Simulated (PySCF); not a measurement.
## Working out the excitation energy of As

As [Ar] 3d10 4s2 4p3 (4S) → As [Ar] 3d10 4s1 4p3 5s1 (6S). Computed with PySCF 2.14 in aug-cc-pwCVDZ-PP with ECP10MDF (6s5p4d1f, 48 functions), with scalar relativity through the core potential. Frozen: nothing. Energies in hartree (1 hartree = 27.21139 eV):

| part | As (lower) | As (upper) |
| --- | --- | --- |
| UHF | -331.198331 | -330.788390 |
| MP2 opposite-spin | -0.306910 | -0.252994 |
| MP2 same-spin | -0.159897 | -0.158068 |

**Question.** What does Hartree-Fock give?

**Answer.** (-330.788390) − (-331.198331) = 0.409941 hartree = 11.155 eV.

**Question.** What do MP2 and SCS-MP2 (6/5 opposite-spin, 1/3 same-spin) give?

**Answer.** The opposite-spin parts differ by 1.467 eV and the same-spin parts by 0.050 eV. MP2: 11.155 + (1.467) + (0.050) = 12.672 eV. SCS-MP2: 11.155 + 1.2 × (1.467) + (0.050)/3 = 12.932 eV.

The upper state lies above the first ionisation limit, but in LS coupling its spin forbids autoionisation to the ground ion. A Rydberg-like electron needs more diffuse functions than a valence basis has.

A double-zeta basis recovers only part of the correlation energy.
